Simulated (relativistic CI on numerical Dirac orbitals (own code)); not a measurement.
Ni3+ in a cubic cluster: 3p photoemission with charge transfer

Computed with a charge-transfer multiplet model of a cubic metal-ligand cluster with up to 2 ligand holes, Slater and spin-orbit integrals from Dirac-Coulomb-Breit ions, Slater integrals scaled by 0.8. The parameters are those of a tetrahedral site (10Dq negative, t2 hopping the larger). The ground state mixes d7 with configurations of k ligand holes L, whose averages lie at kΔ + k(k − 1)U_dd/2; a core hole lowers each added d electron by U_cd. 300 K, Lorentzian 0.9 eV and Gaussian 0.8 eV FWHM.

Atomic integrals in eV (Slater integrals scaled, ζ unscaled), ground: F2dd 10.578, F4dd 6.603, zeta_d 0.089; with the core hole: F2dd 11.372, F4dd 7.136, zeta_d 0.097, zeta_core 1.496, F2cd 11.943, G1cd 14.680, G3cd 9.010.

Cluster parameters (eV): Δ = 0.4, U_dd = 7.6, U_cd = 9.2, 10Dq = -0.5, 10Dq(ligand) = 0, final-state hopping factor = 0.8.

Weights, n_d and S are thermal averages at 300 K. Binding energies count from the first peak over 30 % of the highest in each spectrum, which can be another peak from case to case. The parameters are a model scan and need not match a compound or its usual spin state. Peaks in eV (height, largest 100): 0.0 (93), 5.7 (100), 7.7 (73), 11.0 (60), 12.3 (57), 17.3 (43), 19.8 (34), 25.3 (14), 28.0 (45).

Which parameters give this spectrum?
A. V(eg) = 0.55 eV, V(t2g) = -0.93 eV
B. V(eg) = 1.15 eV, V(t2g) = -1.95 eV
C. V(eg) = 1.75 eV, V(t2g) = -2.97 eV
D. V(eg) = 1.45 eV, V(t2g) = -2.46 eV
E. V(eg) = 0.85 eV, V(t2g) = -1.44 eV

E. V(eg) = 0.85 eV, V(t2g) = -1.44 eV; the ground state then has 7.37 d electrons and S = 1.50. The choice follows from running the model for each set and comparing peak positions and heights. The space is cut while the next configuration still counts.
